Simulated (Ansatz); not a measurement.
# Ligand exchange: In(CH3)F2 + C2H3F2I → InF3 + C3H6FI

Species: In(CH3)F2, singlet; C2H3F2I `FCC(F)I`, singlet; InF3 `[F][In]([F])[F]`, singlet; C3H6FI `CC(I)CF`, singlet. The partners trade CH3 for F: In–CH3 and C–F bonds give way to In–F and C–CH3.

Shapes, held fixed at every level: PBE0-D4/def2-TZVP. Flexible molecules stand in one conformer, not always the lowest. Programs: Ansatz 0.2.0. Electronic energies: no zero-point or thermal term.

**Question.** Estimate ΔE of this reaction.

**Answer.** The highest level, CCSD(T)/def2-TZVPP, gives ΔE = -76.2 kJ/mol; the levels span -82.1 to -67.3. The column of differences is taken from that level and isn't an error. No measured value is set beside it here. For atoms past krypton def2 sets carry core potentials with scalar relativity. Outer-core shells of I, In are correlated, in sets that cover them unevenly.

```csv
level,kind,ΔE (kJ/mol),less CCSD(T)/def2-TZVPP
HF/def2-TZVPP,Hartree–Fock,-81.6,-5.4
r2SCAN-D4/def2-TZVPP,meta-GGA,-68.7,+7.5
B3LYP-D4/def2-TZVPP,global hybrid,-67.3,+8.9
wB97M-V/def2-TZVPP,range-separated hybrid,-71.1,+5.1
wB97X-V/def2-TZVPP,range-separated hybrid,-74.7,+1.5
B2PLYP/def2-TZVPP,double hybrid,-72.1,+4.1
MP2/def2-TZVPP,perturbation theory,-82.1,-5.9
CCSD(T)/def2-TZVPP,coupled cluster or CI,-76.2,0.0
```
